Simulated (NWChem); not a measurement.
## Ionisation of H₃O₃Si

SMILES: O[Si](O)O
```xyz
7

O     -0.8719    -0.8958    -0.8814
Si    -0.1641    -0.0365     0.3519
O     -0.2024     1.5631    -0.1199
O      1.3654    -0.6593     0.5009
H     -1.6434    -0.4873    -1.2868
H      0.0020     2.2068     0.5658
H      1.6102    -1.2728    -0.2027
```
Charge 0, spin multiplicity 2.

All runs are NWChem calculations. Structure: optimised with UPBE0/def2-SVP, a minimum by its harmonic frequencies. It is one conformer; others weren't searched.

Basis set: def2-TZVP. −ε marks an orbital energy of the parent.

B3LYP has NWChem's definition, with VWN1-RPA local correlation. The structure started from a generated list of species. No SCF solution was tested for a lower state.

Q: Order these methods by the first vertical ionisation energy they give, lowest first: −ε(alpha HOMO) of B3LYP, −ε(alpha HOMO) of PBE0, −ε(alpha HOMO) of BHandHLYP, −ε(alpha HOMO) of PBE.

A: −ε(alpha HOMO) of PBE (4.81 eV), −ε(alpha HOMO) of B3LYP (5.83 eV), −ε(alpha HOMO) of PBE0 (6.09 eV), −ε(alpha HOMO) of BHandHLYP (7.25 eV)
